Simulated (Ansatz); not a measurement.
Cost and result for the atomization energy of C₃H₆Ge (`[GeH3][C]1=CC1`) (10 atoms, 10 bonds).

Cartesian coordinates in Å:
```
Ge 1.432 0.945 -0.023
C -0.086 -0.217 -0.084
C -0.656 -1.316 -0.463
C -1.528 -0.422 0.339
H 2.600 0.312 -0.793
H 1.055 2.294 -0.654
H 1.829 1.171 1.444
H -0.585 -2.252 -0.991
H -2.314 0.153 -0.152
H -1.748 -0.668 1.378
```

The species carries charge 0 and has multiplicity 1. Correlated methods include outer-core shells of Ge, which these sets cover unevenly. Scalar relativity is left out up to krypton. The structure was optimised at the PBE0-D4/def2-TZVP level. Program: Ansatz. All runs use 4 threads of an Arm Neoverse V2 on a shared host. Times are those of one run each, without the atoms' runs, and a repeat can differ threefold. Electronic energies, without spin–orbit coupling; frozen cores. CCSD(T)/CBS adds CCSD(T) − MP2 in def2-TZVPP to the MP2 limit, and its time is that of the two runs behind it. T1 = 0.011. With those shells the extrapolation isn't a true limit. B3LYP takes the VWN-RPA correlation (the form of Gaussian; ORCA's B3LYP/G).

CCSD(T)/CBS is a level of theory with its own doubt, some kJ/mol a heavy atom from the limit and from the frozen cores, so smaller differences don't rank the functionals.

```json
{"level": "PBE-D4/def2-TZVPP (with forces)", "functions": "225", "wall time": "1.8 s", "atomization (kcal/mol)": "885.0", "difference from CCSD(T)/CBS": "18.5", "per bond": "1.8"}
{"level": "PBE0-D4/def2-TZVPP", "functions": "225", "wall time": "2.3 s", "atomization (kcal/mol)": "872.2", "difference from CCSD(T)/CBS": "5.7", "per bond": "0.6"}
{"level": "B3LYP-D4/def2-TZVPP (with forces)", "functions": "225", "wall time": "3.6 s", "atomization (kcal/mol)": "864.4", "difference from CCSD(T)/CBS": "-2.1", "per bond": "-0.2"}
{"level": "B2PLYP/def2-TZVPP", "functions": "225", "wall time": "3.9 s", "atomization (kcal/mol)": "857.5", "difference from CCSD(T)/CBS": "-9.0", "per bond": "-0.9"}
{"level": "r2SCAN-D4/def2-TZVPP (with forces)", "functions": "225", "wall time": "4 s", "atomization (kcal/mol)": "870.1", "difference from CCSD(T)/CBS": "3.6", "per bond": "0.4"}
{"level": "ωB97X-V/def2-TZVPP", "functions": "225", "wall time": "6 s", "atomization (kcal/mol)": "869.7", "difference from CCSD(T)/CBS": "3.2", "per bond": "0.3"}
{"level": "ωB97M-V/def2-TZVPP (with forces)", "functions": "225", "wall time": "9 s", "atomization (kcal/mol)": "866.1", "difference from CCSD(T)/CBS": "-0.4", "per bond": "0.0"}
{"level": "MP2/def2-QZVPP", "functions": "440", "wall time": "18 s", "atomization (kcal/mol)": "869.7", "difference from CCSD(T)/CBS": "3.2", "per bond": "0.3"}
{"level": "CCSD(T)/def2-TZVPP", "functions": "225", "wall time": "99 s", "atomization (kcal/mol)": "848.7", "difference from CCSD(T)/CBS": "-17.8", "per bond": "-1.8"}
{"level": "CCSD(T)/CBS(def2)", "functions": "–", "wall time": "120 s", "atomization (kcal/mol)": "866.5", "difference from CCSD(T)/CBS": "0.0", "per bond": "0.0"}
```

In def2-TZVPP, CCSD(T) changes the Hartree–Fock value by +217.5 kcal/mol (the triples alone add +13.7 kcal/mol) and MP2 by +228.1 kcal/mol; breaking electron pairs costs correlation energy, which Hartree–Fock lacks. The D4 term adds +6.9 kcal/mol with B3LYP and +3.6 kcal/mol with PBE0; it sums over pairs of atoms, weighted by their polarisabilities, and B3LYP, whose exchange is more repulsive, gets the larger term. From PBE to PBE0 (25 % exact exchange), in def2-TZVPP and without D4, the atomization energy moves by −12.2 kcal/mol: exact exchange takes away binding that semilocal exchange gives to molecules.
